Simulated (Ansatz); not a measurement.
C$_{2}$H$_{6}$N, doublet, at a GFN2-xTB geometry. Base run: HF/def2-SV(P) (Ansatz, a program for electronic structure).

Here is a job for Ansatz.
Ansatz 0.2 input:
```yaml
crystal:
  periodic: [false, false, false]
  atoms:
    - {symbol: C, position_ang: [1.23129600, -0.25669769, -0.09655273]}
    - {symbol: C, position_ang: [-0.05799116, 0.17393746, 0.49940779]}
    - {symbol: N, position_ang: [-1.20100732, 0.14966202, -0.31016964]}
    - {symbol: H, position_ang: [1.64723200, 0.48863493, -0.78864494]}
    - {symbol: H, position_ang: [1.96813276, -0.42204686, 0.68733552]}
    - {symbol: H, position_ang: [1.10338449, -1.18365188, -0.65721155]}
    - {symbol: H, position_ang: [-0.05524989, 0.94758192, 1.24931036]}
    - {symbol: H, position_ang: [-2.06668125, 0.26362547, 0.19896649]}
    - {symbol: H, position_ang: [-1.22959588, -0.64521633, -0.93569883]}
basis:
  gaussian:
    orbitals: def2-SV_P_.json
hamiltonian:
  xc: hf
magnetization: {spin_polarized: true, initial_magnetization: 1}
```
The basis file holds def2-SV(P) in the JSON format of the Basis Set Exchange.

The bond that is stretched is that between atoms 5 and 1. A test that says stable can miss a lower solution.

Variants of this job, named by their change:

```tsv
change	ΔE vs base (kcal/mol)	<S^2>	stability test says
base	0.000	0.761	minimum
spin_polarized = on; lower_state_search = off	0.000	0.761	undecided (no full test)
spin_polarized = on; lower_state_search = standard	0.000	0.761	minimum
bond × 1.25	18.61	0.761	minimum
spin_polarized = on; lower_state_search = off; bond × 1.25	18.61	0.761	undecided (no full test)
spin_polarized = on; lower_state_search = standard; bond × 1.25	18.61	0.761	minimum
bond × 1.5	50.15	0.826	minimum
spin_polarized = on; lower_state_search = off; bond × 1.5	50.15	0.826	undecided (no full test)
spin_polarized = on; lower_state_search = standard; bond × 1.5	50.15	0.826	minimum
bond × 1.8	72.5	1.329	minimum
spin_polarized = on; lower_state_search = off; bond × 1.8	72.5	1.329	undecided (no full test)
spin_polarized = on; lower_state_search = standard; bond × 1.8	72.5	1.329	minimum
bond × 2.2	81.0	1.575	minimum
spin_polarized = on; lower_state_search = off; bond × 2.2	81.0	1.575	undecided (no full test)
spin_polarized = on; lower_state_search = standard; bond × 2.2	81.0	1.575	minimum
bond × 3.0	83.4	1.662	minimum
spin_polarized = on; lower_state_search = off; bond × 3.0	84.2	1.669	undecided (no full test)
spin_polarized = on; lower_state_search = standard; bond × 3.0	83.4	1.662	minimum
```

On stretching, the SCF can end on different states; <S^2> shows the spin contamination of each.
